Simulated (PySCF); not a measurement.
PySCF 2.14 output of an unrestricted PBE calculation on a single atom or ion in aug-cc-pwCVTZ-PP with ECP28MDF, with scalar relativity through the core potential:

```
SCF conv_tol = 1e-09
number electrons alpha = 9  beta = 6
    J. P. Perdew, K. Burke, and M. Ernzerhof.,  Phys. Rev. Lett. 77, 3865 (1996)
    J. P. Perdew, K. Burke, and M. Ernzerhof.,  Phys. Rev. Lett. 78, 1396 (1997)
    J. P. Perdew, K. Burke, and M. Ernzerhof.,  Phys. Rev. Lett. 77, 3865 (1996)
    J. P. Perdew, K. Burke, and M. Ernzerhof.,  Phys. Rev. Lett. 78, 1396 (1997)
cycle= 1 E= -125.199016961849  delta_E= -0.00533  |g|= 0.025  |ddm|= 0.173
cycle= 2 E= -125.199086042773  delta_E= -6.91e-05  |g|= 0.0214  |ddm|= 0.0206
cycle= 3 E= -125.199182467342  delta_E= -9.64e-05  |g|= 0.000518  |ddm|= 0.00825
cycle= 4 E= -125.199182540046  delta_E= -7.27e-08  |g|= 9.88e-05  |ddm|= 0.000375
cycle= 5 E= -125.199182542533  delta_E= -2.49e-09  |g|= 2.02e-06  |ddm|= 4.84e-05
cycle= 6 E= -125.199182542533  delta_E= -9.09e-13  |g|= 6.13e-08  |ddm|= 1.42e-06
converged SCF energy = -125.199182542533  <S^2> = 3.7509553  2S+1 = 4.0004776
```

The run itself started from symmetry-adapted Hartree-Fock orbitals and held the occupation by maximum overlap, on a logarithmic radial grid, so the iterations belong to that start.

Task: Which element, charge and spin multiplicity is this?

Result: Pd³⁺ (palladium, charge +3), multiplicity 4; the state was [Kr] 4d7, high-spin 4F determinant.

Energies and moments cover only the electrons outside the core potential.
